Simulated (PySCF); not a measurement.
## EPR parameters of C6H12N

C₆H₁₂N (doublet state).
Structure used (GFN2-xTB), in Å, numbered top down from 1:
```
atom  x, y, z in Å
C1    -0.9458   -0.9913    1.2563
C2    -0.7678    0.0819    0.2579
C3    -1.8432   -0.1715   -0.7727
C4    -2.9520    0.5389   -0.8820
C5     0.6236    0.0490   -0.3871
N6     1.6153    0.4394    0.5937
C7     2.9697    0.3819    0.0911
H8    -0.6295   -1.9917    1.0246
H9    -1.6042   -0.8518    2.0911
H10   -0.9226    1.0613    0.7173
H11   -1.6726   -1.0333   -1.4038
H12   -3.1430    1.3940   -0.2550
H13   -3.7117    0.2987   -1.6069
H14    0.6661    0.7668   -1.2129
H15    0.8093   -0.9582   -0.8035
H16    1.5165   -0.1568    1.4123
H17    3.0671    1.0957   -0.7278
H18    3.2582   -0.6124   -0.2852
H19    3.6567    0.6687    0.8852
```

The hyperfine couplings belong to this conformer and change with its torsions.

Identity: `[CH2][C@H](C=C)CNC` [radical].

Method: PySCF 2.14.0, UKS B3LYP, pcH-1 on C H N, non-relativistic, mean-field spin-orbit, GIAO. One conformer (not necessarily the lowest) at the GFN2-xTB geometry, without solvent, vibrations or thermal averaging. The geometry wasn't refined by DFT: couplings that depend on bond lengths, twists or pyramidal angles can differ widely from those at the functional's own minimum. Stability of the SCF solution: not tested.

| Property | Result |
| --- | --- |
| g1, g2, g3 | 2.00221, 2.00274, 2.00286 |
| g_iso | 2.00260 |
| Form of g | rhombic: the two nearest values differ by 19 % of g3 − g1 |
| ⟨S²⟩ | 0.7547 (exact 0.7500) |
| Total energy | -290.54377 Eh |
| Basis functions | 295 |

Hyperfine couplings atom by atom, in mT; T1 to T3 are the principal values of the dipolar part; ρ(0) is the spin density at the nucleus (MHz turned into mT with g_iso):

| atom | isotope | a_iso | T1 | T2 | T3 | Mulliken spin population | ρ(0) (bohr⁻³) |
| --- | --- | --- | --- | --- | --- | --- | --- |
| C1 | 13C | 3.28 | -2.82 | -2.79 | 5.60 | 1.04 | 0.0819 |
| C2 | 13C | -0.91 | -0.10 | 0.01 | 0.09 | -0.07 | -0.0226 |
| C3 | 13C | 2.73 | -0.39 | -0.09 | 0.48 | -0.01 | 0.0681 |
| C4 | 13C | 0.24 | -0.27 | -0.22 | 0.49 | 0.09 | 0.0061 |
| C5 | 13C | 0.68 | -0.09 | -0.07 | 0.17 | 0.01 | 0.0169 |
| N6 | 14N | -0.03 | -0.04 | -0.02 | 0.06 | 0.01 | -0.0024 |
| C7 | 13C | -0.02 | -0.01 | -0.01 | 0.02 | 0.00 | -0.0005 |
| H8 | 1H | -2.06 | -1.35 | -0.01 | 1.36 | -0.04 | -0.0129 |
| H9 | 1H | -2.08 | -1.35 | -0.01 | 1.36 | -0.04 | -0.0131 |
| H10 | 1H | 0.62 | -0.19 | -0.14 | 0.33 | 0.01 | 0.0039 |
| H11 | 1H | -0.04 | -0.15 | -0.09 | 0.24 | 0.00 | -0.0002 |
| H12 | 1H | -0.15 | -0.10 | -0.02 | 0.12 | 0.00 | -0.0010 |
| H13 | 1H | -0.01 | -0.14 | -0.04 | 0.18 | 0.00 | -0.0001 |
| H14 | 1H | -0.08 | -0.09 | -0.05 | 0.14 | 0.00 | -0.0005 |
| H15 | 1H | -0.08 | -0.11 | -0.10 | 0.21 | 0.00 | -0.0005 |
| H16 | 1H | -0.08 | -0.25 | -0.11 | 0.36 | 0.00 | -0.0005 |
| H17 | 1H | 0.12 | -0.03 | -0.02 | 0.05 | 0.00 | 0.0007 |
| H18 | 1H | 0.02 | -0.03 | -0.03 | 0.06 | 0.00 | 0.0001 |
| H19 | 1H | 0.02 | -0.03 | -0.02 | 0.05 | 0.00 | 0.0002 |

The Mulliken spin populations are largest on C1 (+1.04), C4 (+0.09) and C2 (-0.07). No atom but C1 exceeds +0.15. The positive populations add up to 1.17 and the negative ones to -0.17, together 2S = 1. The angles at C1 add up to 358.1°, so it is nearly planar; its axial dipolar tensor and the negative couplings of its protons fit spin in a p orbital normal to that plane.

Axes: g2 points within 7° of the C1–C2 bond.

Under fast tumbling the dipolar parts average out, and these isotropic splittings remain (the largest six): 2 × 1H (H8/H9, I = 1/2, 3 lines) with 2.07 mT, 1 × 1H (H10, I = 1/2, 2 lines) with 0.62 mT, 1 × 1H (H12, I = 1/2, 2 lines) with 0.15 mT, 1 × 1H (H16, I = 1/2, 2 lines) with 0.08 mT, 1 × 1H (H14, I = 1/2, 2 lines) with 0.08 mT and 1 × 1H (H15, I = 1/2, 2 lines) with 0.08 mT.

Nuclei that the bonding pattern makes equivalent are averaged, as if the motion that swaps them (rotation, inversion, ring flip) were fast.

The 13C coupling of C1 (92.0 MHz) shows only in satellite lines or after enrichment, since that isotope makes up about 1.07 % of natural carbon.

β density exceeds α density at some nuclei, such as C2 (-0.0226), H8/H9 (-0.0130) and N6 (-0.0024), spin density in bohr⁻³. In a single determinant that takes different orbitals for the two spins, that is spin polarisation.
